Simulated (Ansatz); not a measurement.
Reaction (formal exchange of groups at a C–Mg bond): `[CH3][Mg][Cl]` + `[Cl][SnH3]` → `[CH3][SnH2][Cl]` + `[MgH][Cl]`

Computed with Ansatz on PBE0-D4/def2-TZVP structures; ΔE is electronic, products minus reactants. CCSD(T)/CBS adds triple-zeta CCSD(T) − MP2 to the extrapolated MP2 energy (def2 sets, frozen cores). Functionals use def2-TZVPP. Elements past krypton have def2 core potentials. For Mg, Sn outer-core shells are correlated without core-valence functions, which leaves a few kJ/mol of doubt a bond.

`[CH3][Mg][Cl]`:

Cartesian coordinates in Å:
```
C 0.829 -0.077 -0.191
Mg -1.176 0.109 0.271
Cl -3.305 0.306 0.760
H 1.394 -0.502 0.644
H 1.276 0.893 -0.428
H 0.982 -0.729 -1.055
```

`[Cl][SnH3]`:

Cartesian coordinates in Å:
```
Cl -0.995 0.981 1.632
Sn 0.086 -0.084 -0.140
H 1.742 0.245 0.053
H -0.557 0.596 -1.560
H -0.276 -1.738 0.015
```

`[CH3][SnH2][Cl]`:

Cartesian coordinates in Å:
```
C 0.154 -0.975 -0.650
Sn -0.301 0.691 0.590
Cl 1.446 2.217 0.265
H 1.119 -1.388 -0.358
H -0.614 -1.742 -0.545
H 0.201 -0.649 -1.689
H -1.720 1.518 0.132
H -0.286 0.328 2.256
```

`[MgH][Cl]`:

Cartesian coordinates in Å:
```
Mg 0.031 -0.161 -0.032
Cl -0.365 1.951 0.377
H 0.335 -1.789 -0.345
```

```
          species  ωB97M-V energy (Eh)
  `[CH3][Mg][Cl]`           -700.22888
     `[Cl][SnH3]`           -676.25373
`[CH3][SnH2][Cl]`           -715.57119
      `[MgH][Cl]`           -660.91227
```

Question: Work out ΔE.

Answer: ΔE = (-715.57119) + (-660.91227) − (-700.22888) − (-676.25373) = -0.00085 Eh = -2.2 kJ/mol. CCSD(T)/CBS gives -2.5 kJ/mol.

Largest T1 diagnostic among the species: 0.012.

From BLYP to BHLYP (50 % exact exchange), in def2-TZVPP and without D4, ΔE moves by −4.8 kJ/mol. The D4 term adds −5.0 kJ/mol with B3LYP and −2.7 kJ/mol with PBE0; it sums over pairs of atoms, weighted by their polarisabilities, and B3LYP, whose exchange is more repulsive, gets the larger term.

B3LYP here is the variant with VWN-RPA as its local correlation; programs differ in this.
